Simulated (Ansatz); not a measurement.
Reaction (substitution at a C–Si bond): `O[SiH2]C[AsH2]` + CH₃NH₂ → `CNC[AsH2]` + `O[SiH3]`

Computed with Ansatz on PBE0-D4/def2-TZVP structures; ΔE is electronic, products minus reactants. CCSD(T)/CBS is the MP2 limit (def2-TZVPP, def2-QZVPP) plus CCSD(T) − MP2 in def2-TZVPP, frozen cores. DFT in def2-TZVPP. B3LYP here is the variant with VWN-RPA as its local correlation; programs differ in this. For As outer-core shells are correlated without core-valence functions, which leaves a few kJ/mol of doubt a bond. Scalar relativity is left out up to krypton. Each species was taken in one conformer, which may not be the lowest.

```
         species  B3LYP-D4 energy (Eh)
`O[SiH2]C[AsH2]`           -2643.09654
          CH₃NH₂             -95.90760
     `CNC[AsH2]`           -2371.74467
       `O[SiH3]`            -367.23038
```

Task: Work out ΔE.

Result: ΔE = (-2371.74467) + (-367.23038) − (-2643.09654) − (-95.90760) = 0.02909 Eh = +76.4 kJ/mol. CCSD(T)/CBS gives +81.1 kJ/mol.

Largest T1 diagnostic among the species: 0.011.

In def2-TZVPP, CCSD(T) changes the Hartree–Fock value by +6.6 kJ/mol (the triples alone add +0.4 kJ/mol) and MP2 by +9.2 kJ/mol.
